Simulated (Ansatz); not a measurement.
Cost and result for the atomization energy of C$_{2}$H$_{6}$F$_{2}$OSi, SMILES `COC(F)(F)[SiH3]` (12 atoms, 11 bonds).

Z-matrix (Å, degrees):
```
C
O 1 1.429
H 1 1.091 2 110.8
H 1 1.087 2 105.6 3 -118.8
H 1 1.091 2 110.8 3 122.3
C 2 1.348 1 116.4 3 -61.4
F 6 1.373 2 110.7 1 57.4
F 6 1.373 2 110.7 1 -57.5
Si 6 1.926 2 110.2 1 180.0
H 9 1.481 6 108.1 2 60.1
H 9 1.481 6 107.5 2 179.9
H 9 1.481 6 108.1 2 -60.2
```

The species carries charge 0 and has multiplicity 1. The structure was optimised at the PBE0-D4/def2-TZVP level. It is one conformer, not always the lowest. Program: Ansatz. All runs use 4 threads of an Intel Xeon Platinum 8488C on a shared host. Times are those of one run each, without the atoms' runs, and a repeat can differ threefold. Electronic energies, without spin–orbit coupling; frozen cores. CCSD(T)/CBS adds CCSD(T) − MP2 in def2-TZVPP to the MP2 limit, and its time is that of the two runs behind it. T1 = 0.012.

CCSD(T)/CBS is a level of theory with its own doubt, some kJ/mol a heavy atom from the limit and from the frozen cores, so smaller differences don't rank the functionals.

```
                             level  functions  wall time  atomization (kJ/mol)  difference from CCSD(T)/CBS  per bond
            LDA (SPW92)/def2-TZVPP        281      1.2 s                5071.6                        724.5      65.9
   PBE-D4/def2-TZVPP (with forces)        281      2.1 s                4445.1                         98.0       8.9
               BHLYP-D4/def2-TZVPP        281      2.7 s                4179.0                       -168.1     -15.3
           CAM-B3LYP-D4/def2-TZVPP        281      3.2 s                4375.6                         28.5       2.6
             r2SCANh-D4/def2-TZVPP        281      3.6 s                4322.2                        -24.9      -2.3
r2SCAN-D4/def2-TZVPP (with forces)        281      3.6 s                4360.8                         13.7       1.2
                 B2PLYP/def2-TZVPP        281      4.8 s                4291.8                        -55.3      -5.0
                ωB97X-V/def2-TZVPP        281        6 s                4370.1                         23.0       2.1
                  CCSD(T)/def2-SVP        118        7 s                4116.5                       -230.6     -21.0
  ωB97M-V/def2-TZVPP (with forces)        281      8.5 s                4361.6                         14.5       1.3
                    MP2/def2-QZVPP        535       22 s                4387.5                         40.4       3.7
                CCSD(T)/def2-TZVPP        281    3.3 min                4230.4                       -116.7     -10.6
                 CCSD(T)/CBS(def2)          –    3.7 min                4347.1                          0.0       0.0
```

From BLYP to BHLYP (50 % exact exchange), in def2-TZVPP and without D4, the atomization energy moves by −142.8 kJ/mol: exact exchange takes away binding that semilocal exchange gives to molecules. In def2-TZVPP, CCSD(T) changes the Hartree–Fock value by +1138.8 kJ/mol (the triples alone add +69.5 kJ/mol) and MP2 by +1226.9 kJ/mol; breaking electron pairs costs correlation energy, which Hartree–Fock lacks. The D4 term adds +35.8 kJ/mol with B3LYP and +18.8 kJ/mol with PBE0; it sums over pairs of atoms, weighted by their polarisabilities, and B3LYP, whose exchange is more repulsive, gets the larger term.

B3LYP here is the variant with VWN-RPA as its local correlation; programs differ in this.
